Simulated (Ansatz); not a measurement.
`C[NH][GeH2][CH3]` + H–F → `C[NH][GeH2][F]` + CH₄ at 500 K and 1 bar (ligand exchange at a Ge–C bond).

Program: Ansatz. Geometries: PBE0-D4/def2-TZVP. ΔE: electronic, gas phase. CCSD(T)/CBS adds triple-zeta CCSD(T) − MP2 to the extrapolated MP2 energy (def2 sets, frozen cores). This one scheme is used for every species. For Ge outer-core shells are correlated without core-valence functions, which leaves a few kJ/mol of doubt a bond. Scalar relativity is left out up to krypton. Each species was taken in one conformer, which may not be the lowest.

```tsv
species	CCSD(T)/CBS energy (Eh)	H − E (kJ/mol)	S (J/(mol·K))
`C[NH][GeH2][CH3]`	-2212.33836	328.5	420.1
H–F	-100.39570	39.4	188.7
`C[NH][GeH2][F]`	-2272.30685	232.7	389.3
CH₄	-40.46206	135.6	206.8
```

H − E and S are ideal-gas, rigid-rotor, harmonic terms from PBE0-D4/def2-TZVP, for one conformer and one mirror image of each species. 1 Eh = 2625.50 kJ/mol, R = 8.31446 J/(mol·K).

Question: By hand: ΔE, ΔH, ΔS and ΔG.

Answer: ΔE = (-2272.30685) + (-40.46206) − (-2212.33836) − (-100.39570) = -0.03485 Eh = -91.5 kJ/mol. Δ(H − E) = 232.7 + 135.6 − 328.5 − 39.4 = 0.4, so ΔH = -91.1 kJ/mol. ΔS = 389.3 + 206.8 − 420.1 − 188.7 = -12.7 J/(mol·K). ΔG = -91.1 − 500 × (-12.7)/1000 = -84.8 kJ/mol.

Question: By hand: the equilibrium constant, and the temperature at which ΔG would vanish if ΔH and ΔS stayed fixed.

Answer: log₁₀ K = −ΔG/(RT ln 10) = 8.9. ΔG = 0 at ΔH/ΔS = 7173 K, far beyond where these terms or the molecules hold.

The number of gas molecules stays the same, so ΔS is small and ΔH decides. A doubt of 5 kJ/mol in ΔE shifts log₁₀ K by 0.5 here. Other conformers and mirror images would add mixing entropy, several J/(mol·K) or more a flexible species. These are equilibria of isolated gas molecules and say nothing of rates. Largest T1 diagnostic: 0.011 (customary marks: 0.02 for closed shells, 0.045 for open ones).
